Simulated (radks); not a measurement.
Results of a calculation; reference values are marked as such.
Task: The osmium ion Os+, 75 electrons, occupied as [Xe] 4f14 5d6 6s1 (the NIST ground configuration). Code: a radial shooting solver on a logarithmic mesh with Libxc functionals. Model: scalar-relativistic Kohn-Sham, PBE, spin-unpolarised, spherical densities, finite nucleus; Fermi nuclear charge, rms radius 5.4126 fm. Some entries of the table are withheld. Estimate them.

| orbital | occ. | eigenvalue (eV) | <1/r> (bohr^-1) | <r^2> (bohr^2) |
|---|---|---|---|---|
| 1s | 2 | -73854.11 | 90.42 | 0.0004336 |
| 2s | 2 | -12869.88 | 21.17 | 0.006643 |
| 2p | 6 | -11210.60 | 19.05 | 0.005532 |
| 3s | 2 | -3001.224 | (1) | 0.04299 |
| 3p | 6 | -2513.759 | 7.212 | 0.04388 |
| 3d | 10 | -1968.343 | 6.804 | 0.03637 |
| 4s | 2 | -639.6729 | 3.345 | 0.2105 |
| 4p | 6 | (2) | 3.033 | 0.2400 |
| 4d | 10 | -280.9041 | 2.707 | (3) |
| 5s | 2 | -99.5506 | 1.335 | (4) |
| 4f | 14 | -60.0174 | 2.241 | 0.3823 |
| 5p | 6 | -58.9219 | 1.127 | 1.549 |
| 5d | 6 | -14.1407 | 0.7477 | 3.657 |
| 6s | 1 | -13.1364 | 0.4552 | 8.740 |

Result: 
(1) 3s <1/r> (bohr^-1): 7.845
(2) 4p eigenvalue (eV): -479.7299
(3) 4d <r^2> (bohr^2): 0.2767
(4) 5s <r^2> (bohr^2): 1.137
